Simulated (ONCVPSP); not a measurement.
silver (Ag): one change to an ONCV potential, before and after

```json
{
  "Element": "Ag (Z = 47)",
  "Generator": "ONCVPSP 4.0.1",
  "Type": "optimised norm-conserving Vanderbilt (ONCV)",
  "Functional": "PBE",
  "Relativity": "fully relativistic",
  "Frozen core": "[Ar] 3d10",
  "Valence charge": "19",
  "Reference configuration": "4s2 4p6 4d10 5s1",
  "Partial waves": "4s+5s: rc 1.55 bohr, ncon 4, nbas 7, qcut 8.7 1/bohr, 2 projectors; 4p: rc 1.40 bohr, ncon 4, nbas 8, qcut 8.2 1/bohr, 2 projectors, debl 3.9 Ha; 4d: rc 1.40 bohr, ncon 4, nbas 9, qcut 10.2 1/bohr, 2 projectors, debl 0.4 Ha",
  "Local potential": "polynomial inside 0.95 bohr (lpopt 5, dvloc0 3 Ha)",
  "Core correction": "none"
}
```

Open shells are filled in proportion to 2j + 1.

Change: p: rc 1.18.

Cutoffs: the cutoffs (Ha) at which the residual kinetic energy of the hardest occupied pseudo-wave falls to 1 and 0.1 mHa per electron; they do not see the model core or the augmentation charge, which bear on the density cutoff. Errors are all-electron minus pseudo energies relative to the spin-unpolarised reference configuration.

**Question.** How do hardness, ghosts and transferability respond?

**Answer.** The potential gets harder (34 Ha and 41 Ha → 34 Ha and 133 Ha); of the 3 tests that both files solve, the error grows in 0 and shrinks in 1 by more than 15 % and 0.3 meV (median size 0.4 → 0.4 meV); neither file shows a bound ghost. A smaller radius makes the pseudo-wave follow the all-electron one further in, where it bends more sharply, so more plane waves are needed.

| quantity | base | changed |
| --- | --- | --- |
| cutoff, loose | 34 Ha | 34 Ha |
| cutoff, tight | 41 Ha | 133 Ha |
| loose cutoff by channel | s 25 Ha, p 19 Ha, d 34 Ha | s 25 Ha, p 34 Ha, d 34 Ha |
| bound ghosts | none | none |
| GHOST(+) flags under 300 eV | none | none |
| tests with a reliable result | 3 of 4 | 3 of 4 |
| error for 4s2 4p6 4d10 5s0, meV [ΔE 7.76 eV] | 0.0 | 0.0 |
| error for 4s2 4p6 4d9 5s0, meV [ΔE 29.87 eV] | +0.4 | +0.4 |
| error for 4s2 4p6 4d8 5s0, meV [ΔE 66.07 eV] | +2.8 | +2.1 |
| s: phases at 1.57 bohr within 0.05 rad from the reference energy up to (Ha; the scan ends near 5) | to the end of the scan | to the end of the scan |
| d5/2: phases at 1.42 bohr within 0.05 rad from the reference energy up to (Ha; the scan ends near 5) | to the end of the scan | to the end of the scan |
| d3/2: phases at 1.42 bohr within 0.05 rad from the reference energy up to (Ha; the scan ends near 5) | to the end of the scan | to the end of the scan |
